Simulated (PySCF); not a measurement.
# GeTe and its ions

RHF; PySCF, scalar-relativistic core potentials, basis sets Ge cc-pVDZ-PP with ECP10, Te cc-pVDZ-PP with ECP28. Neutral (RHF): singlet (closed shell), Re = 2.330 Å, ωe = 355 cm⁻¹, De = 2.03 eV, HOMO -8.83 eV, LUMO 0.24 eV.

GeTe⁺ (ROHF): doublet (π ↑), Re = 2.492 Å, ωe = 277 cm⁻¹, De = 1.73 eV to Ge⁺ + Te. The energies at the minima are -560.41303 hartree for GeTe and -560.12260 for GeTe⁺.

**Question.** Work out the adiabatic ionisation energy, without and with harmonic zero-point energies (1 hartree = 27.2114 eV, 1 eV = 8065.5 cm⁻¹), and the change of the bond length.

**Answer.** At HF: 0.29043 hartree = 7.903 eV between the minima; the zero-point term (277.0 − 355.0)/2 cm⁻¹ = -0.005 eV makes it 7.898 eV. Re changes by +16.2 pm against the neutral. Minus the HOMO energy is 8.83 eV, +0.93 eV from the value between the minima; Hartree–Fock orbital energies leave out relaxation and correlation. The electron leaves a π orbital, and the longer bond of the ion fits a bonding orbital, or a change in how ionic the bond is.

These are scalar-relativistic numbers at best; spin–orbit coupling would shift them, the dissociation energy most. For an ion De counts to the pair picked by the measured ionisation energies or electron affinities, which need not be the lowest pair at this level. Where the molecule has an RHF reference, its open-shell atoms are computed with UHF. Hartree–Fock leaves out correlation, which carries a large part of most bond energies and some tenths to 1 eV of ionisation energies. States were picked by a PBE0 search and need not be the measured ground states.
